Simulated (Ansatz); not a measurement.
The same path of ClGaH₄O (7 atoms, charge 0, multiplicity 1) was run twice with different band settings. Lost on the way: Ga1–Cl2, O5–H7. Made: Cl2–H7.

Method: RHF/def2-SVP in Ansatz.

Relaxed end points:

```xyz
7
Properties=species:S:1:pos:R:3
Ga 0.034 0.034 0.084
Cl -0.047 0.591 2.232
H 1.431 0.238 -0.587
H -1.359 0.047 -0.641
O 0.088 -2.069 0.612
H -0.591 -2.652 0.299
H 0.134 -2.153 1.559
```

```xyz
7
Properties=species:S:1:pos:R:3
Ga -0.133 -0.320 -0.785
Cl 0.878 -0.997 3.497
H 0.808 0.884 -0.488
H -0.881 -0.674 -2.114
O -0.385 -1.434 0.599
H -0.942 -2.190 0.499
H 0.344 -1.233 2.349
```

Common settings: movable images 5; climbing image yes; spring 5.0 eV/Å²; optimiser quadratic models (default); force threshold 0.03 eV/Å; iteration limit 60; end points relaxed.

| run | start path |
| --- | --- |
| 1 | through a guess of the saddle point |
| 2 | straight line |

(1) What does each run give, and how far can it be trusted?

Answers

(1) Run 1: converged after 18 iterations, highest image 1.492 eV above the first end. A vibrational analysis at the climbing image gives one clearly imaginary mode, 845i cm⁻¹: a first-order saddle point.
Run 2: converged after 32 iterations, highest image 1.491 eV above the first end. Neighbouring images differ by up to 1.2 eV, so the band resolves the path poorly. Another band between the same ends (5 images) ends at a top of the same energy, where a vibrational analysis finds 1 clearly imaginary mode.
The orbitals stay closed-shell, which can raise the energy where a bond breaks towards radicals; this wasn't checked here.
